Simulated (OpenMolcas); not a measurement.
Computed transition rates of Ag7+

| Item | Value |
| --- | --- |
| Program | OpenMolcas 26.06 |
| Method | MS-CASPT2, IPEA 0.25 Eh, imaginary shift 0.1 Eh (closed shells correlated: 4s 4p) |
| Basis | ANO-RCC-VTZP [7s6p4d2f1g] |
| Scalar Hamiltonian | DKH2, point nucleus |
| Active space | 4 electrons in 5 orbitals (4d) |
| State averaging | 2S+1 = 5 even, 5 roots; 2S+1 = 3 even, 45 roots; 2S+1 = 1 even, 50 roots |
| Spin-orbit coupling | RASSI with atomic mean-field integrals over the reference wave functions, term energies averaged over their components |

Rates come from the transition moments of the reference wave functions (E1 and E2 in the length form). At fixed line strength A goes as λ^-3 for E1 and M1 and as λ^-5 for E2, so a rate at the computed wavelength can be rescaled to the measured one. Measured vacuum wavelengths follow from level energies in Atoms 5, 11 (2017), spectra Ag VII to Ag IX. Branching counts decays inside the model space alone, at computed energies, and the table is only a selection of the M1 lines, drawn from those between levels with measured partners whose computed energy lies within a factor of 1.5 of the measured one.

```csv
Upper,Lower,Type,λ computed (nm),λ measured (nm),A computed (s-1),A rescaled (s-1),Branching %
4d4 3P0(1),4d4 5D1,M1,486.1,500.8,3.70e+01,,100.0
4d4 3P1(1),4d4 5D2,M1,420.1,428.9,2.63e+01,,89.3
4d4 3P1(2),4d4 5D2,M1,160,166.2,1.58e+01,,42.8
4d4 3D2 [70 %],4d4 5D3,M1,291.2,302,1.14e+01,,54.8
4d4 1G4(2),4d4 3H5,M1,220.9,230.8,1.08e+01,,27.3
4d4 3P2(1),4d4 5D3,M1,362.9,372.6,1.01e+01,,77.5
4d4 3D3,4d4 5D4,M1,322.5,339.7,8.29e+00,,54.7
4d4 3F2(1),4d4 5D2,M1,388.6,402.6,6.14e+00,,55.1
4d4 1F3,4d4 3D3,M1,637.1,661.2,6.01e+00,,32.8
4d4 3D1,4d4 5D0,M1,247.8,255.2,5.77e+00,,25.6
4d4 3F2(1),4d4 5D1,M1,363,374.4,4.28e+00,,38.4
4d4 1I6,4d4 3H5,M1,718.5,741.1,3.91e+00,,50.6
4d4 1I6,4d4 3H6,M1,833.8,865.1,3.79e+00,,49.0
4d4 3D3,4d4 5D2,M1,284.3,297,3.54e+00,,23.4
4d4 3G4 [61 %],4d4 5D4,M1,376.5,396,3.14e+00,,55.5
4d4 3H4 [69 %],4d4 5D4,M1,584.7,630.6,2.51e+00,,81.4
4d4 3G5,4d4 3H5,M1,1134,1133,1.92e+00,,38.8
4d4 3G4 [61 %],4d4 5D3,M1,348.6,364.9,1.43e+00,,25.3
4d4 3G5,4d4 3H6,M1,1451,1451,1.17e+00,,23.7
4d4 3H5,4d4 3H4 [69 %],M1,3533,3392,4.85e-01,5.48e-01,84.8
4d4 5D3,4d4 5D2,M1,4920,4808,3.80e-01,4.07e-01,100.0
4d4 5D2,4d4 5D1,M1,5523,5342,3.25e-01,3.59e-01,100.0
4d4 5D4,4d4 5D3,M1,4693,4649,2.56e-01,2.63e-01,100.0
4d4 3H6,4d4 3H5,M1,5195,5168,1.27e-01,1.29e-01,99.6
4d4 5D1,4d4 5D0,M1,7969,7463,1.01e-01,1.23e-01,100.0
```

Spin-changing lines and M1 lines between different terms are not rescaled, since their strength hangs on the term gaps too.

The largest correction is for 4d4 5D1 → 4d4 5D0 (M1): 1.01e-01 × (7969 / 7463)^3 = 1.23e-01 s-1, a factor of 1.22.

The computed rate and branching of 4d4 5D1 → 4d4 5D0 give the upper level a radiative lifetime of 1.000 / 1.01e-01 s-1 = 9.90e+00 s, counting decays inside the model space alone. The rescaled rate gives about 8.1e+00 s.

The computed order of these levels differs from the measured one in 1 place, and where term gaps are wrong the rates of spin-changing lines can be off by large factors.

These are rates of the free ion; in crystals, glasses and complexes forced electric-dipole and non-radiative decay shorten such lifetimes by orders of magnitude. No measured rate stands beside these. Rescaling mends the energy factor alone: line strengths can still be far off where a level mixes with configurations outside the active space, and weak or spin-changing lines hang on small mixing coefficients that depend on the term gaps too, so rescaling need not improve them.

CASPT2 does not keep the components of a term degenerate, so their means are used; among the terms shown or strongly mixed into the levels shown the widest spread is 1100 cm-1 (4d4 1F). The CASPT2 spread within a term exceeds the gap to the next term for 4d4 3D and 4d4 1I, 4d4 1I and 4d4 1G(1), so the order of their levels is uncertain. Measured partners are found by configuration, term and J. A level has none where our copy of the source lacks it or the pairing is in doubt (some pairs that miss far off the trend of their configuration count as doubtful). Only configurations of the active space appear.

A share in square brackets marks a mixed level and gives the weight of the term that names it. A number in round brackets counts repeated terms of one configuration in the order of the reference energies.
